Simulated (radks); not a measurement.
The numbers below are computed, except where a source is named.
Task: These are the eigenvalues of the occupied orbitals of an atom or ion with whole-number occupations (hartree). Code: a radial shooting solver on a logarithmic mesh with Libxc functionals. Model: scalar-relativistic Kohn-Sham, PBE, spin-polarised, spherical densities, finite nucleus; Fermi nuclear charge, rms radius of each element as measured or else 0.836 A^(1/3) + 0.57 fm.

| orbital | eigenvalue |
|---|---|
| 1s down | -239.3724 |
| 1s up | -239.3721 |
| 2s up | -30.53064 |
| 2s down | -30.48362 |
| 2p up | -26.33952 |
| 2p down | -26.30373 |
| 3s up | -6.11909 |
| 3s down | -6.01345 |
| 3p up | -4.93475 |
| 3p down | -4.83116 |
| 3d up | -3.07768 |

Which element is it, and in what charge state? The configuration may be excited. Open shells, if any, are filled with parallel spins first.

Result: Z = 25, manganese, charge +5: Mn5+ in [Ar] 3d2. The list shows which subshells hold electrons but not how many an open one holds; the 1s level, -239.37 hartree, gives Z - s = 21.9 by -(Z - s)^2/2, which with screening and relativity narrows Z to a few neighbours, and the depths of the outer levels then fix element, charge and occupations together.
